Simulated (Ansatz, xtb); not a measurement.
## Two structures of CH7BGeOSi

We compare a, `[BH2][Ge@@H]([SiH3])[CH]=O`, a singlet, with b, a singlet given by its coordinates. Both are isolated molecules in the gas phase, relaxed with PBE-D3(BJ)/def2-SVP; the shapes shown needn't be the lowest conformers.

a (Å):

```yaml
atoms:
  - { symbol: C, position_ang: [-0.3886, -0.3517, 0.6611] }
  - { symbol: B, position_ang: [-1.3639, 0.7676, -2.3644] }
  - { symbol: Ge, position_ang: [-1.3848, 1.1063, -0.3582] }
  - { symbol: O, position_ang: [-0.5688, -1.5288, 0.4503] }
  - { symbol: Si, position_ang: [-3.6390, 0.7213, 0.3987] }
  - { symbol: H, position_ang: [-1.4505, -0.3792, -2.7548] }
  - { symbol: H, position_ang: [-1.2965, 1.6803, -3.1629] }
  - { symbol: H, position_ang: [-0.9109, 2.4987, 0.1545] }
  - { symbol: H, position_ang: [-3.7256, 1.0015, 1.8752] }
  - { symbol: H, position_ang: [-4.6188, 1.6060, -0.3227] }
  - { symbol: H, position_ang: [-3.9732, -0.7209, 0.1394] }
  - { symbol: H, position_ang: [0.3441, 0.0033, 1.4545] }
```

b (Å):

```yaml
atoms:
  - { symbol: C, position_ang: [1.0403, -0.5216, -1.1298] }
  - { symbol: B, position_ang: [-0.8070, -2.2004, -0.6603] }
  - { symbol: Ge, position_ang: [-0.2065, 0.9861, -0.6029] }
  - { symbol: O, position_ang: [0.6228, -1.7006, -1.0873] }
  - { symbol: Si, position_ang: [-1.9608, -0.5782, -0.1545] }
  - { symbol: H, position_ang: [-0.5908, -2.9635, 0.2757] }
  - { symbol: H, position_ang: [-1.2173, -2.8100, -1.6429] }
  - { symbol: H, position_ang: [-2.3775, -0.3848, 1.2813] }
  - { symbol: H, position_ang: [-3.1312, -0.2016, -1.0266] }
  - { symbol: H, position_ang: [-0.1866, 1.9103, -1.8549] }
  - { symbol: H, position_ang: [0.5873, 1.7225, 0.5148] }
  - { symbol: H, position_ang: [2.1007, -0.4265, -1.4687] }
```

Close contacts (Å): C1–Ge3 2.03, C1–O4 1.25, B2–O4 1.57, B2–Si5 2.05, Ge3–Si5 2.39, C1–H12 1.12, B2–H6 1.23, B2–H7 1.23, Ge3–H10 1.56, Ge3–H11 1.56, Si5–H8 1.51, Si5–H9 1.51.

Quicker runs give these differences E(b) − E(a): GFN2-xTB −87.4 kJ/mol; HF/STO-3G −89.5 kJ/mol (at GFN2-xTB geometries); r2SCAN-D4/def2-SVP −65.8 kJ/mol (at GFN2-xTB geometries).

Task: Estimate E(b) − E(a) at the level CCSD(T)/def2-SVP + ΔMP2/def2-TZVPP.

Result: Calculated at CCSD(T)/def2-SVP + ΔMP2/def2-TZVPP: E(b) − E(a) = −62.6 kJ/mol, so structure b lies lower.

How the difference moves with the method:

```json
{"level": "GFN2-xTB", "geometry": "GFN2-xTB", "E(b) − E(a) (kJ/mol)": "−87.4", "departure from the last row (kJ/mol)": "−24.8", "job, with rough time for the two": "optimisation, 0.86 s"}
{"level": "HF/STO-3G", "geometry": "GFN2-xTB", "E(b) − E(a) (kJ/mol)": "−89.5", "departure from the last row (kJ/mol)": "−26.9", "job, with rough time for the two": "single point, 0.89 s"}
{"level": "r2SCAN-D4/def2-SVP", "geometry": "GFN2-xTB", "E(b) − E(a) (kJ/mol)": "−65.8", "departure from the last row (kJ/mol)": "−3.2", "job, with rough time for the two": "single point, 4.5 s"}
{"level": "PBE-D3(BJ)/def2-SVP", "geometry": "PBE-D3(BJ)/def2-SVP", "E(b) − E(a) (kJ/mol)": "−89.5", "departure from the last row (kJ/mol)": "−26.8", "job, with rough time for the two": "optimisation, 2.2 min"}
{"level": "HF/def2-SVP", "geometry": "PBE-D3(BJ)/def2-SVP", "E(b) − E(a) (kJ/mol)": "−30.6", "departure from the last row (kJ/mol)": "+32.0", "job, with rough time for the two": "part of the CCSD(T) run"}
{"level": "MP2/def2-SVP", "geometry": "PBE-D3(BJ)/def2-SVP", "E(b) − E(a) (kJ/mol)": "−68.3", "departure from the last row (kJ/mol)": "−5.7", "job, with rough time for the two": "part of the CCSD(T) run"}
{"level": "CCSD(T)/def2-SVP", "geometry": "PBE-D3(BJ)/def2-SVP", "E(b) − E(a) (kJ/mol)": "−68.6", "departure from the last row (kJ/mol)": "−6.0", "job, with rough time for the two": "single point"}
{"level": "CCSD(T)/def2-SVP + ΔMP2/def2-TZVPP", "geometry": "PBE-D3(BJ)/def2-SVP", "E(b) − E(a) (kJ/mol)": "−62.6", "departure from the last row (kJ/mol)": "", "job, with rough time for the two": "single point, 62 s"}
```

The levels shown agree on the order. The largest departure from CCSD(T)/def2-SVP + ΔMP2/def2-TZVPP is that of HF/def2-SVP, 32.0 kJ/mol. A small imaginary or near-zero mode remains, so no thermal terms are given. The last row adds to CCSD(T) the change of the MP2 difference between the two basis sets, here +6.0 kJ/mol.

The correlated steps freeze 17 core orbitals; the filled d shell of Ge is correlated, in a basis made for valence electrons. Codes used: Ansatz 0.2.0, xtb 6.7.1; the last row on 2 threads of Intel(R) Xeon(R) Platinum 8375C CPU @ 2.90GHz (Ice Lake) on a shared host.
